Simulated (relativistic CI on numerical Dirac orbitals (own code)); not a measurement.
## From line strength to rate: Mn I 1996.06 Å (vacuum)

Problem. For 3d5 4s2 6S_5/2 – 3d5 4s 4p 6P°_3/2 of Mn I a semi-empirical relativistic CI calculation gives the line strength S = 0.07945 e²a₀² in the length gauge. The measured levels are 0.00 and 50099.03 cm⁻¹ (NIST Handbook). Find gf, f, A and the partial lifetime.

Working.
1. σ = 50099.03 − 0.00 = 50099.03 cm⁻¹, so the vacuum wavelength is 10⁸/σ = 1996.05 Å.
2. gf = 303.756 S/λ(Å) = 0.01209, log gf = -1.918; with g = 6 for the lower level, f = 0.00202.
3. A = 2.02613 × 10¹⁸ S/(g_u λ³) with g_u = 4: A = 5.06 × 10^6 s⁻¹.
4. The partial lifetime for this S is 1/A = 198 ns; in the calculation this line carries 87 % of the decay of the upper level.

Check. The Handbook lists A = 7.70 × 10^7 s⁻¹, a tabulated value with its own uncertainty (a few per cent for the best lines, 25 % or more for others); ours lies 93 % below it. The velocity form of the same calculation gives S = 0.0586, and the gap between the two forms is a rough gauge of the error in S. A miss this large is common for lines of near-neutral atoms, where core polarisation and correlation outside the CI space change S. With the computed energy (49458 cm⁻¹) in place of the measured one the rate would change by the factor (σ_calc/σ)³ = 0.96.
